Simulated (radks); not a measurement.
The numbers below are computed, except where a source is named.
Problem. Hg65+, 15 electrons, occupied as [Ne] 3s2 3p3. Code: a radial shooting solver on a logarithmic mesh with Libxc functionals. Model: non-relativistic Kohn-Sham, LDA (Slater exchange, Perdew-Wang correlation), spin-unpolarised, spherical densities, point nucleus; relativity is left out, which matters for an element this heavy. Some entries of the table are withheld. Estimate them.

orbital  occ.  eigenvalue (eV)  <r> (bohr)  <r^2> (bohr^2)
1s          2        -80329.68     0.01893       0.0004785
2s          2        -17672.33     0.07870             (1)
2p          6        -17264.03     0.06643        0.005324
3s          2        -7298.806      0.1847         0.03872
3p          3        -7143.979      0.1739             (2)
3d          0        -6907.271      0.1491         0.02554
4s          0              (3)      0.3373          0.1279

Solution. 
(1) 2s <r^2> (bohr^2): 0.007241
(2) 3p <r^2> (bohr^2): 0.03482
(3) 4s eigenvalue (eV): -3952.561
